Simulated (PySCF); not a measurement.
## A single-point calculation

[Hf2O3]2+ (singlet). PySCF 2.14.0, RKS CAM-B3LYP, Hf def2-SVP with ECP60, O def2-SVP; non-relativistic Hamiltonian with scalar-relativistic core potentials where named; density fitting; no spin-orbit coupling. Purpose: singlet excitations, Tamm-Dancoff CAM-B3LYP.

```python
mol = gto.M(atom='''
Hf     0.00000     0.00000     1.31574
Hf    -0.00000    -0.00000    -1.31574
O      1.42528    -0.00003    -0.00000
O     -0.71261     1.23434    -0.00000
O     -0.71267    -1.23431     0.00000''',
    basis={'Hf': 'def2-SVP', 'O': 'def2-SVP'},
    ecp={'Hf': 'def2-SVP'},
    charge=2, spin=0)
mf = dft.RKS(mol, xc='CAMB3LYP')
mf.grids.atom_grid = (50, 194)
mf = mf.density_fit()  # fitting sets: Hf def2-universal-JKFIT, O def2-universal-JKFIT
mf.conv_tol = 1e-08; mf.max_cycle = 55
mf.kernel(dm0)  # dm0: converged density of the relaxed state
td = mf.TDA(); td.nstates = 8; td.kernel()
```

Run from Python with OMP_NUM_THREADS=2; the lines above give its settings. Where DIIS fails, smearing, a level shift and second-order steps follow.
It took 72 s on 2 threads of Arm Neoverse V1 (shared host), from an already converged density.

Task: Where do the frontier levels lie, over both spins?

Result: HOMO -19.46 eV, LUMO -11.23 eV. 

Task: What are the Mulliken charges and spins?

Result: 
| atom | charge (e) | spin (e) |
| --- | --- | --- |
| Hf1 | 1.662 | 0.000 |
| Hf2 | 1.662 | 0.000 |
| O3 | -0.441 | 0.000 |
| O4 | -0.441 | 0.000 |
| O5 | -0.441 | 0.000 |

Task: Which singlet excitations follow (Tamm-Dancoff, 8 states)?

Result: 
```csv
state,eV,oscillator strength
1,4.18,0.0000
2,4.72,0.0000
3,4.72,0.0000
4,5.53,0.0000
5,5.60,0.0000
6,5.70,0.0003
7,5.71,0.0003
8,5.92,0.0000
```

The geometry was relaxed with PBE0 (Hf def2-SVP with ECP60, O def2-SVP).
